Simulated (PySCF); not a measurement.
Species: 2-chloropyridine, C5H4ClN.
Bonds: Cl1–C2, C2–C3 (aromatic), C3–C4 (aromatic), C4–C5 (aromatic), C5–C6 (aromatic), C6–N7 (aromatic), C2–N7 (aromatic). Hydrogens: H8 on C3; H9 on C4; H10 on C5; H11 on C6.

The same species was optimised twice, with GFN2-xTB and with PBE0-D3(BJ)/def2-SVP (PySCF), and the same property calculations (PySCF, gas phase) were run on both structures.

```json
{"coordinate": "Cl1–C2 (Å)", "GFN2-xTB": "1.721", "PBE0-D3(BJ)/def2-SVP": "1.737", "change": "+0.016"}
{"coordinate": "C6–N7 (Å)", "GFN2-xTB": "1.322", "PBE0-D3(BJ)/def2-SVP": "1.333", "change": "+0.011"}
{"coordinate": "C2–C3 (Å)", "GFN2-xTB": "1.390", "PBE0-D3(BJ)/def2-SVP": "1.399", "change": "+0.009"}
{"coordinate": "C5–C6 (Å)", "GFN2-xTB": "1.385", "PBE0-D3(BJ)/def2-SVP": "1.392", "change": "+0.007"}
{"coordinate": "C4–C5 (Å)", "GFN2-xTB": "1.388", "PBE0-D3(BJ)/def2-SVP": "1.395", "change": "+0.007"}
{"coordinate": "C3–C4 (Å)", "GFN2-xTB": "1.384", "PBE0-D3(BJ)/def2-SVP": "1.389", "change": "+0.005"}
{"coordinate": "C2–N7 (Å)", "GFN2-xTB": "1.315", "PBE0-D3(BJ)/def2-SVP": "1.314", "change": "-0.001"}
{"coordinate": "Cl1–C2–C3 (°)", "GFN2-xTB": "119.8", "PBE0-D3(BJ)/def2-SVP": "118.5", "change": "-1.3"}
{"coordinate": "Cl1–C2–N7 (°)", "GFN2-xTB": "116.1", "PBE0-D3(BJ)/def2-SVP": "117.1", "change": "+1.0"}
{"coordinate": "C3–C2–N7 (°)", "GFN2-xTB": "124.2", "PBE0-D3(BJ)/def2-SVP": "124.4", "change": "+0.2"}
{"coordinate": "C2–N7–C6 (°)", "GFN2-xTB": "118.1", "PBE0-D3(BJ)/def2-SVP": "117.9", "change": "-0.2"}
{"coordinate": "C4–C5–C6 (°)", "GFN2-xTB": "118.2", "PBE0-D3(BJ)/def2-SVP": "118.1", "change": "-0.1"}
{"coordinate": "C5–C6–N7 (°)", "GFN2-xTB": "123.1", "PBE0-D3(BJ)/def2-SVP": "123.2", "change": "+0.1"}
{"coordinate": "C2–C3–C4 (°)", "GFN2-xTB": "117.2", "PBE0-D3(BJ)/def2-SVP": "117.2", "change": "0.0"}
{"coordinate": "C3–C4–C5 (°)", "GFN2-xTB": "119.2", "PBE0-D3(BJ)/def2-SVP": "119.2", "change": "0.0"}
```

Rotational constants: A = 5960, B = 1658, C = 1297 MHz (GFN2-xTB) against A = 5905, B = 1636, C = 1281 MHz (PBE0-D3(BJ)/def2-SVP). Point groups within 0.08 Å: Cs and Cs.

On the GFN2-xTB structure: HOMO (eV) -7.59 [PBE0/pcSseg-1]; LUMO (eV) -1.13 [PBE0/pcSseg-1]; dipole (D) 3.36 [PBE0/pcSseg-1]; GIAO shielding of Cl1 (ppm) 645.4 [PBE0/pcSseg-1]; GIAO shielding of C2 (ppm) 23.4 [PBE0/pcSseg-1]; GIAO shielding of C3 (ppm) 57.0 [PBE0/pcSseg-1]; GIAO shielding of C4 (ppm) 42.9 [PBE0/pcSseg-1]; GIAO shielding of C5 (ppm) 60.7 [PBE0/pcSseg-1]; GIAO shielding of C6 (ppm) 31.4 [PBE0/pcSseg-1]; GIAO shielding of N7 (ppm) -84.8 [PBE0/pcSseg-1].

Task: What do these properties become on the PBE0-D3(BJ)/def2-SVP structure?

Result: 
```json
{"property": "HOMO (eV)", "level": "PBE0/pcSseg-1", "on GFN2-xTB": "-7.59", "on PBE0-D3(BJ)/def2-SVP": "-7.60", "change": "-0.01"}
{"property": "LUMO (eV)", "level": "PBE0/pcSseg-1", "on GFN2-xTB": "-1.13", "on PBE0-D3(BJ)/def2-SVP": "-1.18", "change": "-0.05"}
{"property": "dipole (D)", "level": "PBE0/pcSseg-1", "on GFN2-xTB": "3.36", "on PBE0-D3(BJ)/def2-SVP": "3.42", "change": "+0.06"}
{"property": "energy, GFN2-xTB geometry as zero (kcal/mol)", "level": "PBE0/pcSseg-1", "on GFN2-xTB": "0.0", "on PBE0-D3(BJ)/def2-SVP": "-0.3", "change": "-0.3"}
{"property": "GIAO shielding of Cl1 (ppm)", "level": "PBE0/pcSseg-1", "on GFN2-xTB": "645.4", "on PBE0-D3(BJ)/def2-SVP": "633.2", "change": "-12.2"}
{"property": "GIAO shielding of C2 (ppm)", "level": "PBE0/pcSseg-1", "on GFN2-xTB": "23.4", "on PBE0-D3(BJ)/def2-SVP": "21.7", "change": "-1.7"}
{"property": "GIAO shielding of C3 (ppm)", "level": "PBE0/pcSseg-1", "on GFN2-xTB": "57.0", "on PBE0-D3(BJ)/def2-SVP": "54.1", "change": "-2.9"}
{"property": "GIAO shielding of C4 (ppm)", "level": "PBE0/pcSseg-1", "on GFN2-xTB": "42.9", "on PBE0-D3(BJ)/def2-SVP": "41.1", "change": "-1.8"}
{"property": "GIAO shielding of C5 (ppm)", "level": "PBE0/pcSseg-1", "on GFN2-xTB": "60.7", "on PBE0-D3(BJ)/def2-SVP": "57.9", "change": "-2.8"}
{"property": "GIAO shielding of C6 (ppm)", "level": "PBE0/pcSseg-1", "on GFN2-xTB": "31.4", "on PBE0-D3(BJ)/def2-SVP": "29.3", "change": "-2.1"}
{"property": "GIAO shielding of N7 (ppm)", "level": "PBE0/pcSseg-1", "on GFN2-xTB": "-84.8", "on PBE0-D3(BJ)/def2-SVP": "-85.1", "change": "-0.3"}
```

The heavy atoms differ by 0.013 Å rms after alignment. Among bonds between heavy atoms Cl1–C2 changes most (+0.016 Å). Changes are differences of the printed values. Neither structure is proved a minimum here.
